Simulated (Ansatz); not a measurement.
`C=C[SiH2]N[SiH3]` + `BN` → `BN[SiH2]C=C` + `N[SiH3]`  (ligand exchange at the Si–N bond)

Calculated with Ansatz (gas phase, PBE0-D4/def2-TZVP geometries, no zero-point term in ΔE). CBS: MP2 limit from def2 TZ/QZ plus the TZ coupled-cluster correction, frozen cores. This one scheme is used for every species. DFT in def2-TZVPP. Each species was taken in one conformer, which may not be the lowest.

| level | ΔE (eV) |
| --- | --- |
| LDA (SPW92) | 0.21 |
| BLYP-D4 | 0.20 |
| r2SCAN0-D4 | 0.20 |
| ωB97X-V | 0.19 |
| ωB97M-V | 0.19 |
| PBE0 | 0.19 |
| CAM-B3LYP | 0.18 |
| HF/CBS(def2) | 0.16 |

(1) What does CCSD(T)/CBS give? (Estimate.)

Largest T1 diagnostic among the species: 0.012.

## Answers

(1) The calculation gave: +0.18 eV. The listed levels differ from it by 0.03, 0.02, 0.02, 0.01, 0.01, 0.01, 0.00, -0.02 eV.

Leaving LDA and LC-ωPBE aside and taking each functional with its dispersion term where it has one, the values, not all of them listed here, spread over 0.03 eV, from B2PLYP to BHLYP-D4. At CCSD(T), def2-SVP lies +0.04 eV from the extrapolated value and def2-TZVPP +0.00 eV.
